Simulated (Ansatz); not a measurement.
`[F][GeH2][C]1=CC1` → `C1=CC1` + `[F][GeH]` at 700 K and 1 bar (germylene formation by 1,1-elimination).

Gas-phase electronic energies from Ansatz, PBE0-D4/def2-TZVP geometries. CBS: MP2 limit from def2 TZ/QZ plus the TZ coupled-cluster correction, frozen cores. This one scheme is used for every species. For Ge outer-core shells are correlated without core-valence functions, which leaves a few kJ/mol of doubt a bond. Scalar relativity is left out up to krypton. Each species was taken in one conformer, which may not be the lowest.

```tsv
species	CCSD(T)/CBS energy (Eh)	H − E (kJ/mol)	S (J/(mol·K))
`[F][GeH2][C]1=CC1`	-2293.00868	246.5	456.3
`C1=CC1`	-116.45901	189.7	305.0
`[F][GeH]`	-2176.50038	48.7	290.8
```

H − E and S are ideal-gas, rigid-rotor, harmonic terms from PBE0-D4/def2-TZVP, for one conformer and one mirror image of each species. 1 Eh = 2625.50 kJ/mol, R = 8.31446 J/(mol·K).

Task: By hand: ΔE, ΔH, ΔS and ΔG.

Result: ΔE = (-116.45901) + (-2176.50038) − (-2293.00868) = 0.04929 Eh = 129.4 kJ/mol. Δ(H − E) = 189.7 + 48.7 − 246.5 = -8.1, so ΔH = 121.3 kJ/mol. ΔS = 305.0 + 290.8 − 456.3 = 139.5 J/(mol·K). ΔG = 121.3 − 700 × (139.5)/1000 = 23.6 kJ/mol.

Task: By hand: the equilibrium constant, and the temperature at which ΔG would vanish if ΔH and ΔS stayed fixed.

Result: log₁₀ K = −ΔG/(RT ln 10) = -1.8. ΔG = 0 at ΔH/ΔS = 870 K.

The number of gas molecules changes by +1, which sets the sign of ΔS. A doubt of 5 kJ/mol in ΔE shifts log₁₀ K by 0.4 here. Other conformers and mirror images would add mixing entropy, several J/(mol·K) or more a flexible species. Modes under 60 cm⁻¹, often nearly free rotors, make the harmonic entropy too high. These are equilibria of isolated gas molecules and say nothing of rates. Largest T1 diagnostic: 0.014 (customary marks: 0.02 for closed shells, 0.045 for open ones).
